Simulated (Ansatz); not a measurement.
InH$_{2}$I (SMILES [InH2][I]), singlet: a relaxation.

in.yaml

```yaml
crystal:
  periodic: [false, false, false]
  atoms:
    - {symbol: In, position_ang: [-0.161966, -0.012865, -0.077810]}
    - {symbol: I, position_ang: [2.292231, 0.183460, 0.911993]}
    - {symbol: H, position_ang: [-1.078181, -1.449375, 0.232543]}
    - {symbol: H, position_ang: [-0.890088, 1.299576, -1.052077]}
basis:
  gaussian: {orbitals: def2-mTZVP}
hamiltonian: {xc: pbe0, dispersion: d4}
relax: {f_tol: 0.05, max_steps: 80, max_displacement: 0.05}
```

Run by:

```bash
ansatz run in.yaml --threads 2 --pin off --events-out ev --progress --plain --max-ram 3481MiB
```

What Ansatz 0.2.0 printed:

```
Functional definition: PBE0
  name "PBE0"
  cite "Adamo & Barone, J. Chem. Phys. 110, 6158 (1999) doi:10.1063/1.478522"
  cite "Perdew, Burke & Ernzerhof, Phys. Rev. Lett. 77, 3865 (1996) doi:10.1103/PhysRevLett.77.3865"
  parent pbe
  parameter a = 0.25
  parameter kappa = 0.804
  parameter beta = 0.06672455060314922
  exchange = (1 - a)*pbe_x(kappa = kappa, mu = beta*pi^2/3) + a*exact_x
  correlation = pbe_c(beta = beta)
874 factors; integrals over basis functions are off by at most 1.7e-4 eV
mean field evaluation 1: about -13305.4592 eV, gradient 1.4e1 eV
mean field evaluation 2: about -13305.5941 eV, gradient 1.4e1 eV
mean field evaluation 4: about -13306.0228 eV, gradient 4.7e-1 eV
mean field evaluation 8: about -13306.0463 eV, gradient 3.1e-2 eV
mean field -13306.04633376 eV, -488.9881836035 hartree, gradient 1.7e-5 eV, S^2 0.000000; 0 other end points of the search recorded, 0 dependent functions left out
the calculation of the forces begins
reference -13306.04636620 eV, -488.9881847958 hartree; 24, 24 occupied and 54, 54 virtual orbitals, 874 factors
relax step   1: F+E_penalty+E_count = -13306.10683597 eV  Δ(F+E_penalty+E_count) = +0.000e0 eV  max|allowed force component| = 8.018e-1 eV/Å  Δτ_max = 0.0000 Å  (24 SCF iters, accepted)
these checks for a lower state are left out or cut short: starts, cluster_reference, orbital_swaps, neighbouring_geometries, increment
874 factors; integrals over basis functions are off by at most 1.7e-4 eV
mean field evaluation 16: about -13306.0722 eV, gradient 3.6e-2 eV
mean field -13306.09410042 eV, -488.9899389958 hartree, gradient 1.9e-5 eV, S^2 0.000000; 0 other end points of the search recorded, 0 dependent functions left out
the calculation of the forces begins
reference -13306.09413258 eV, -488.9899401778 hartree; 24, 24 occupied and 54, 54 virtual orbitals, 874 factors
relax step   2: F+E_penalty+E_count = -13306.15498182 eV  Δ(F+E_penalty+E_count) = -4.815e-2 eV  max|allowed force component| = 1.561e-1 eV/Å  Δτ_max = 0.0486 Å  (28 SCF iters, accepted)
these checks for a lower state are left out or cut short: starts, cluster_reference, orbital_swaps, neighbouring_geometries, increment
874 factors; integrals over basis functions are off by at most 1.6e-4 eV
mean field -13306.11175718 eV, -488.9905878697 hartree, gradient 2.0e-5 eV, S^2 0.000000; 0 other end points of the search recorded, 0 dependent functions left out
the calculation of the forces begins
reference -13306.11178920 eV, -488.9905890465 hartree; 24, 24 occupied and 54, 54 virtual orbitals, 874 factors
relax step   3: F+E_penalty+E_count = -13306.17298282 eV  Δ(F+E_penalty+E_count) = -1.800e-2 eV  max|allowed force component| = 1.231e-1 eV/Å  Δτ_max = 0.0488 Å  (29 SCF iters, accepted)
these checks for a lower state are left out or cut short: starts, cluster_reference, orbital_swaps, neighbouring_geometries, increment
874 factors; integrals over basis functions are off by at most 1.5e-4 eV
mean field evaluation 32: about -13306.1173 eV, gradient 1.1e-4 eV
mean field -13306.11732147 eV, -488.9907923537 hartree, gradient 2.0e-5 eV, S^2 0.000000; 0 other end points of the search recorded, 0 dependent functions left out
the calculation of the forces begins
reference -13306.11735340 eV, -488.9907935271 hartree; 24, 24 occupied and 54, 54 virtual orbitals, 874 factors
relax step   4: F+E_penalty+E_count = -13306.17886186 eV  Δ(F+E_penalty+E_count) = -5.879e-3 eV  max|allowed force component| = 1.792e-2 eV/Å  Δτ_max = 0.0487 Å  (29 SCF iters, accepted)
874 factors; integrals over basis functions are off by at most 1.5e-4 eV
mean field -13306.11732147 eV, -488.9907923537 hartree, gradient 2.0e-5 eV, S^2 0.000000; 1 other end points of the search recorded, 0 dependent functions left out
the calculation of the forces begins
reference -13306.11735340 eV, -488.9907935271 hartree; 24, 24 occupied and 54, 54 virtual orbitals, 874 factors
Total energy: -13306.17889379 eV, -488.9930550949 hartree
Atom 0 at    -0.259450    -0.022350    -0.115432 Å, force    -0.017090     0.012400    -0.013685 eV/Å
Atom 1 at     2.228013     0.204107     0.873121 Å, force     0.003490     0.000616     0.001228 eV/Å
Atom 2 at    -1.031863    -1.502300     0.279069 Å, force     0.004346     0.004902    -0.000536 eV/Å
Atom 3 at    -0.774704     1.341340    -1.022110 Å, force     0.009254    -0.017918     0.012993 eV/Å
Dipole moment:    -0.447353    -0.041128    -0.177593 e Å
```

The lines “mean field evaluation” count trial sets of orbitals through the whole run, from several starts and some on an approximate energy, so they need not fall steadily or lie above the final value.

Hardware: 2 CPU threads of an Intel Xeon, shared host. Wall time about 21 s.
